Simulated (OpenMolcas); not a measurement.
# Ru4+ in a point-charge field

Ru4+ among 5 point charges of -1.3 e arranged as a trigonal bipyramid (D3h), 1.99 Å from the ion, with the axial distance 2.169 Å.

```json
{
 "Program": "OpenMolcas",
 "Method": "CASSCF",
 "Basis": "ANO-RCC-VDZP [6s5p3d1f]",
 "Scalar Hamiltonian": "DKH2, point nucleus",
 "Active space": "4 electrons in 5 orbitals (4d)",
 "State averaging": "2S+1 = 5 even, 5 roots; 2S+1 = 3 even, 45 roots; 2S+1 = 1 even, 50 roots",
 "Spin-orbit coupling": "state interaction with AMFI integrals over the reference wave functions"
}
```

The lowest spin-free states (labels of D3, the rotations of D3h), above the lowest:

| State | Degeneracy | E (cm-1) | Free-ion L (%) |
| --- | --- | --- | --- |
| 5A1 | 1 | 0.0 | D (100) |
| 5E | 2 | 2240 | D (100) |
| 5E | 2 | 3641 | D (100) |
| 3A2 | 1 | 18957 | H (82) |
| 3A1 | 1 | 18974 | H (83) |
| 3E | 2 | 19958 | H (96) |
| 3E | 2 | 20506 | H (41) |
| 3E | 2 | 21015 | H (87) |
| 3A2 | 1 | 21723 | H (74) |
| 3A2 | 1 | 22541 | F (49) |
| 3E | 2 | 23009 | H (100) |
| 3E | 2 | 23793 | F (84) |
| 3E | 2 | 23998 | H (55) |
| 3A1 | 1 | 24760 | G (98) |
| 3E | 2 | 25428 | F (79) |
| 3E | 2 | 25545 | G (96) |
| 3A2 | 1 | 25638 | F (66) |
| 3A1 | 1 | 25644 | F (66) |
| 3E | 2 | 26993 | G (66) |
| 3E | 2 | 27332 | G (93) |

The lowest levels with spin-orbit coupling:

```json
{"E (cm-1)": "0.0", "Degeneracy": "1", "Label": "A1", "2S+1": "5", "g": ""}
{"E (cm-1)": "197.2", "Degeneracy": "2", "Label": "E", "2S+1": "5", "g": "0.00 0.00 3.90"}
{"E (cm-1)": "624.6", "Degeneracy": "2", "Label": "E", "2S+1": "5", "g": "0.00 0.00 7.88"}
{"E (cm-1)": "1339", "Degeneracy": "1", "Label": "A2", "2S+1": "5", "g": ""}
{"E (cm-1)": "1483", "Degeneracy": "1", "Label": "A1", "2S+1": "5", "g": ""}
{"E (cm-1)": "2094", "Degeneracy": "2", "Label": "E", "2S+1": "5", "g": "0.00 0.00 0.34"}
{"E (cm-1)": "2768", "Degeneracy": "2", "Label": "E", "2S+1": "5", "g": "0.00 0.00 4.29"}
{"E (cm-1)": "3452", "Degeneracy": "1", "Label": "A1", "2S+1": "5", "g": ""}
{"E (cm-1)": "3453", "Degeneracy": "1", "Label": "A2", "2S+1": "5", "g": ""}
{"E (cm-1)": "3931", "Degeneracy": "2", "Label": "E", "2S+1": "5", "g": "0.00 0.00 5.73"}
{"E (cm-1)": "4284", "Degeneracy": "2", "Label": "E", "2S+1": "5", "g": "0.00 0.00 11.97"}
{"E (cm-1)": "4299", "Degeneracy": "1", "Label": "A2", "2S+1": "5", "g": ""}
{"E (cm-1)": "4672", "Degeneracy": "1", "Label": "A1", "2S+1": "5", "g": ""}
{"E (cm-1)": "4895", "Degeneracy": "2", "Label": "E", "2S+1": "5", "g": "0.00 0.00 2.02"}
{"E (cm-1)": "5136", "Degeneracy": "2", "Label": "E", "2S+1": "5", "g": "0.00 0.00 5.81"}
{"E (cm-1)": "5276", "Degeneracy": "2", "Label": "", "2S+1": "5", "g": "0.00 0.00 9.73"}
{"E (cm-1)": "18531", "Degeneracy": "1", "Label": "A1", "2S+1": "3", "g": ""}
{"E (cm-1)": "18941", "Degeneracy": "2", "Label": "E", "2S+1": "3", "g": "0.00 0.00 2.25"}
{"E (cm-1)": "19110", "Degeneracy": "1", "Label": "A1", "2S+1": "3", "g": ""}
{"E (cm-1)": "19124", "Degeneracy": "1", "Label": "A2", "2S+1": "3", "g": ""}
```

Powder χT (cm3 K/mol): 0.0203 at 2 K, 0.102 at 10 K, 0.507 at 50 K, 0.929 at 100 K, 1.34 at 200 K, 1.53 at 300 K. The effective moment at 300 K is 2.828 √(χT) = 3.50 μB.

The lowest level has 2S+1 = 5, for which the spin-only value is χT = S(S+1) / 2 = 3.000 cm3 K/mol (g = 2). The computed 1.533 at 300 K differs by -1.467, through orbital momentum, spin-orbit coupling and any other state in reach.

Without dynamic correlation the repulsion within the d shell is too large (B by tens of per cent), so at a given field states of lower spin stand too high. Point charges give a weaker field than real ligands, and real ions of this kind are as a rule low spin; the high spin found here belongs to the model. The ground term spreads over less than 5000 cm-1, several times less than with real ligands, so orbital moments are less quenched and χT lies further from the spin-only value than at real sites. This is an electrostatic model: the charges have no orbitals. No measured value stands beside these numbers.

With an even number of electrons the g values are those of a degenerate or nearly degenerate non-Kramers pair.
